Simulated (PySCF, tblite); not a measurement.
C₈H₁₁BS.
Geometry (GFN2-xTB, Å), atoms numbered from 1 in this order:
```xyz
21
C8H11BS angstrom
C     -3.9951    0.3511   -0.4402
C     -2.7680    0.2121    0.0699
C     -2.4049    0.0637    1.4779
C     -1.0725   -0.0487    1.5572
C     -0.4775    0.0193    0.2093
B      1.0342   -0.0729   -0.0889
C      1.6302   -0.0206   -1.5541
S      2.1045   -0.2430    1.3324
C      3.7902   -0.3268    0.6398
C     -1.5092    0.1752   -0.6633
H     -4.8699    0.3652    0.1890
H     -4.1588    0.4544   -1.5001
H     -3.1186    0.0509    2.2802
H     -0.4803   -0.1728    2.4462
H      2.3026    0.8286   -1.6833
H      2.2168   -0.9113   -1.7826
H      0.8605    0.0603   -2.3168
H      4.4714   -0.4101    1.4801
H      4.0033    0.5769    0.0781
H      3.8805   -1.1996    0.0012
H     -1.4483    0.2650   -1.7323
```

Jobs on this species (21 atoms, 80 electrons) with PySCF (density fitting) and tblite. Hardware of each: an Intel Xeon with one thread (shared host). The host was shared with other jobs, so the times are rough.

Question: Rank these jobs by wall time, shortest first.
A. PBE0/pcSseg-1; shieldings, ring-centre shieldings, charges and field gradients, density and orbital grids written; 232 basis functions
B. GFN2-xTB; Hessian by finite differences
C. GFN2-xTB; L-BFGS relaxation

Answer: B (1.7 s), C (3.1 s), A (96 s).

All jobs:

```
level and settings                                                                                                work  basis functions  SCF cycles  wall time
          GFN2-xTB                                                                       Hessian by finite differences                –           –      1.7 s
          GFN2-xTB                                                                                   L-BFGS relaxation                –           –      3.1 s
     PBE0/pcSseg-1  shieldings, ring-centre shieldings, charges and field gradients, density and orbital grids written              232          14       96 s
```

Q: What do all jobs in the table cost together?

A: About 1.7 min; the longest takes about 95 % of that, and about 56 times as long as the shortest.
